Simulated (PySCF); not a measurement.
# Reading the logs of faulty runs: BCH5OSi

These are calculations, not measurements. They come from PySCF 2.14.0, an open-source quantum chemistry program, on an isolated molecule that a program drew, which may never have been made. The molecule is BCH5OSi (charge 0, singlet), drawn as the SMILES string `B=C(O)[SiH3]`.

Each row is a Hartree-Fock (HF) and frozen-core CCSD(T) single point in the cc-pV(D+d)Z basis, meant for a local HF minimum. Run 1 is clean. Each other run has one planted mistake out of seven kinds, and not every kind appears here: one electron removed, one electron added, multiplicity raised by two, geometry at a saddle point, minimal basis STO-3G, one bond length entered in bohr, all coordinates scaled. The reference is restricted for singlets and unrestricted otherwise, and also for a bond in bohr. Adding or removing an electron swaps singlet and doublet. Electrons count all cores. HOMO and LUMO are orbital energies over both spins, the gradient is its largest component, and the lowest frequency (negative if imaginary) is given only where the gradient is small. Bond lengths are over the 8 bonds as drawn. T1 is the CCSD diagnostic: over 0.02 (restricted) or 0.045 (unrestricted) a single reference is doubtful.

Geometry of the clean run:
```xyz
9
BCH5OSi, angstrom
B    -1.5099   -0.3422    1.9450
C    -0.1806    0.0539    1.8421
O     0.8917   -0.3343    2.6255
Si    0.0420    1.3950    0.5502
H    -2.6646   -0.5587    1.9377
H     1.6313   -0.5232    2.0666
H    -1.2585    1.5847   -0.1380
H     0.4865    2.6788    1.1422
H     1.0692    0.9859   -0.4426
```

```
run  electrons  basis functions  <S^2>  HOMO (eV)  LUMO (eV)  gradient (hartree/bohr)  lowest frequency (cm^-1)  mean bond (Å)  longest bond (Å)      T1  HF (hartree)  CCSD(T) (hartree)                     mistake
  1         38               90  0.000      -8.67       1.91                  3.9e-05                       154         1.4028             1.875  0.0148    -429.17701         -429.73404                    no fault
  2         38               90  2.020      -6.97       0.55                  8.9e-02                         -         1.4028             1.875  0.0250    -429.11922         -429.65318  multiplicity raised by two
  3         38               90  0.000      -8.74       2.11                  5.1e-02                         -         1.3509             1.806  0.0143    -429.16329         -429.71362      all coordinates scaled
  4         38               29  0.000      -6.11       6.90                  7.4e-02                         -         1.4028             1.875  0.0127    -424.01319         -424.24710                           ?
  5         39               90  0.804      -0.24       8.62                  4.0e-02                         -         1.4028             1.875  0.0206    -429.14464         -429.71826                           ?
```

**Which mistake was planted in run 4, and what did it cost?**

It has 29 basis functions where the clean run has 90, with the same electrons and geometry. So the mistake is: minimal basis STO-3G. Subtracting run 1 and multiplying by 627.51 kcal/mol a hartree, the energy moved by 3240.3 kcal/mol in HF and 3443.1 kcal/mol in CCSD(T).

**Which mistake was planted in run 5, and what did it cost?**

It counts 39 electrons, one more than the clean run, at the same geometry and basis. So the mistake is: one electron added. Subtracting run 1 and multiplying by 627.51 kcal/mol a hartree, the energy moved by 20.3 kcal/mol in HF and 9.9 kcal/mol in CCSD(T).

Cautions from the logs. Run 5: the added electron raises the CCSD(T) energy, so it isn't bound in this basis.
